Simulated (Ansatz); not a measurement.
CdI2: single points at one geometry.

```yaml
crystal:
  periodic: [false, false, false]
  atoms:
    - {symbol: Cd, position_ang: [-0.004033, -0.002331, -0.000017]}
    - {symbol: I, position_ang: [-0.014891, -0.019574, 2.587740]}
    - {symbol: I, position_ang: [0.018924, 0.021905, -2.587723]}
basis:
  gaussian: {orbitals: def2-SVP, initial_orbitals: start.molden}
hamiltonian: {xc: pbe, dispersion: d4}
scf: {omitted_lower_state_checks: [starts]}
output: {orbitals: {seedname: orbitals}}
```

The file start.molden holds the orbitals of an earlier run on this structure, at another level or in another basis.

```sh
$ ansatz run in.yaml --threads 4 --pin off --events-out ev --progress --plain --max-ram 3916MiB
```

Output, abridged:

```
Functional definition: PBE
940 factors; their error is unknown
mean field evaluation 1: about -20767.9712 eV, gradient 3.0e1 eV
mean field evaluation 2: about -20768.1402 eV, gradient 4.0e-1 eV
mean field evaluation 4: about -20768.1373 eV, gradient 4.0e-2 eV
mean field -20768.13730780 eV, -763.2149689127 hartree, gradient 7.6e-6 eV, S^2 0.000000; 0 other end points of the search recorded, 0 dependent functions left out
reference -20768.13733903 eV, -763.2149700603 hartree; 35, 35 occupied and 48, 48 virtual orbitals, 940 factors
Total energy: -20768.24319871 eV, -763.2188603316 hartree
Checks for a lower state left out: starts
```

It took 1.3 s on 4 threads of Intel Xeon on a shared host.

First input, but with `gaussian: {orbitals: def2-TZVP, initial_orbitals: start.molden}`, `hamiltonian: {xc: {name: BHLYP}, dispersion: d4}` (abridged; 3.5 s):

```
Functional definition: BHLYP
mean field -20765.43821882 eV, -763.1157792220 hartree, gradient 2.6e-5 eV, S^2 0.000000
Total energy: -20765.64139508 eV, -763.1232458118 hartree
Checks for a lower state left out: starts
```

The first input with `gaussian: {orbitals: def2-TZVPP, initial_orbitals: start.molden}`, `correlation: {method: ccsd_t}` and without the key `hamiltonian` (abridged; 43 s):

```
Functional definition: HF
mean field -20689.38660201 eV, -760.3209338539 hartree, gradient 2.1e-6 eV, S^2 0.000000
8 core orbitals not correlated: weight in the atoms' cores, before any rotation towards them, 1.000 or more for the frozen orbitals, at most 0.000 for the correlated occupied ones
second order -45.84739887 eV of doubles, -0.00000000 eV of singles
cycle   1  -42.32886229 eV  change     3.5e0 eV  update   1.3e-1
cycle   2  -43.32361261 eV  change   -9.9e-1 eV  update   3.3e-2
cycle   3  -43.44913737 eV  change   -1.3e-1 eV  update   1.9e-2
cycle   4  -43.37520245 eV  change    7.4e-2 eV  update   6.3e-3
cycle   5  -43.37168543 eV  change    3.5e-3 eV  update   3.0e-3
cycle   6  -43.37522481 eV  change   -3.5e-3 eV  update   6.0e-4
cycle   7  -43.37504575 eV  change    1.8e-4 eV  update   2.4e-4
cycle   8  -43.37479420 eV  change    2.5e-4 eV  update   7.8e-5
cycle   9  -43.37487514 eV  change   -8.1e-5 eV  update   2.6e-5
cycle  10  -43.37488438 eV  change   -9.2e-6 eV  update   7.2e-6
perturbative correction -1.06161131 eV, -0.0390134960 hartree
Total energy: -20733.82309770 eV, -761.9539449503 hartree
Checks for a lower state left out: starts
```

As the first input, with `gaussian: {orbitals: def2-TZVPD, initial_orbitals: start.molden}`, `hamiltonian: {xc: r2scan, dispersion: d4}` (abridged; 3.7 s):

```
Functional definition: r2SCAN
mean field -20778.33400773 eV, -763.5896907235 hartree, gradient 6.7e-5 eV, S^2 0.000000
Total energy: -20778.35581454 eV, -763.5904921090 hartree
Checks for a lower state left out: starts
```

As the first input, with `gaussian: {orbitals: def2-TZVP, initial_orbitals: start.molden}`, `hamiltonian: {xc: {name: r2SCAN0}, dispersion: d4}` (abridged; 4.5 s):

```
Functional definition: r2SCAN0
mean field -20776.02483614 eV, -763.5048302329 hartree, gradient 2.7e-5 eV, S^2 0.000000
Total energy: -20776.05425616 eV, -763.5059113987 hartree
Checks for a lower state left out: starts
```

First input, but with `hamiltonian: {xc: pbe0, dispersion: d4}` (abridged; 2.3 s):

```
Functional definition: PBE0
mean field -20769.44002376 eV, -763.2628428412 hartree, gradient 2.6e-5 eV, S^2 0.000000
Total energy: -20769.53262328 eV, -763.2662458105 hartree
Checks for a lower state left out: starts
```

First input, but with `gaussian: {orbitals: def2-TZVP, initial_orbitals: start.molden}`, `hamiltonian: {xc: r2scan, dispersion: d4}` (abridged; 3.1 s):

```
Functional definition: r2SCAN
mean field -20778.32414381 eV, -763.5893282312 hartree, gradient 5.3e-5 eV, S^2 0.000000
Total energy: -20778.34594792 eV, -763.5901295173 hartree
Checks for a lower state left out: starts
```

Geometry: PBE0-D4/def2-TZVP.

In the def2 sets Cd, I take a core potential; there is no spin–orbit coupling. Correlated methods freeze 8 core orbitals; core or outer-core shells of Cd, I are correlated, in sets that lack core-valence functions.
